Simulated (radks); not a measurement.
Excited configurations of V2+: one electron is placed in a higher orbital outside [Ar] 3d2. The ground configuration is [Ar] 3d3. All-electron calculation, non-relativistic Kohn-Sham, PBEsol, spin-polarised, spherical densities, point nucleus; open shells are filled with parallel spins first. Program: a radial shooting solver on a logarithmic mesh with Libxc functionals. Excitation = E - E(ground); binding = E(ion) - E, where the ion is the core of charge +3; n* = 3/sqrt(2 binding) in atomic units, and the quantum defect is n - n*.

outer orbital  excitation (eV)  binding (eV)     n*  quantum defect  eigenvalue (eV)  <r> (bohr)
4s                       5.909        24.120  2.253           1.747          -20.505       2.660
4d                      18.014        12.015  3.192           0.808           -9.915       4.242
4f                      22.090         7.939  3.927           0.073           -6.417       5.731
5s                      18.297        11.731  3.231           1.769          -10.124       5.401
5d                      22.831         7.197  4.125           0.875           -6.075       7.822
5f                      24.744         5.284  4.814           0.186           -4.407       9.860
6f                      26.277         3.752  5.713           0.287           -3.196       14.90
7f                      27.240         2.789  6.626           0.374           -2.411       20.86

Estimate the row for 4p.

Answer. excitation (eV) 11.144; binding (eV) 18.884; n* 2.546; quantum defect 1.454; eigenvalue (eV) -15.825; <r> (bohr) 3.069. The Delta-SCF ionisation energy is 30.028 eV (NIST Atomic Spectra Database: 29.311 eV, measured). Self-interaction in the functional shifts the binding energies and quantum defects, so they are the method's values and not measured ones. Open shells are spherical and high-spin; term and fine-structure splittings are not resolved.
